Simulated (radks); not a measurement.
Tc34+, configuration [He] 2s2 2p5 (the NIST ground configuration). Method: Dirac Kohn-Sham, exchange-only PBE, spin-unpolarised, spherical densities, finite nucleus; open shells fill j = l - 1/2 first; Fermi nuclear charge, rms radius 4.4112 fm; computed with a radial shooting solver on a logarithmic mesh with Libxc functionals.

Unscreened Slater integrals over Kohn-Sham orbitals (cm^-1). Large and small components are both included.

integral           value
F0(2p3/2,2p3/2)  1569800
F2(2p3/2,2p3/2)   749950
F0(2p3/2,2p1/2)  1597100
G2(2p3/2,2p1/2)   745850
F0(2p3/2,2s1/2)  1445700
G1(2p3/2,2s1/2)   815950
F0(2p3/2,1s1/2)  2128300
G1(2p3/2,1s1/2)   387870
F0(2p1/2,2p1/2)  1626400
F0(2p1/2,2s1/2)  1466100
G1(2p1/2,2s1/2)   806820
F0(2p1/2,1s1/2)  2218800
G1(2p1/2,1s1/2)   405030
F0(2s1/2,2s1/2)  1367000
F0(2s1/2,1s1/2)  1931000
G0(2s1/2,1s1/2)   199780
F0(1s1/2,1s1/2)  6041100
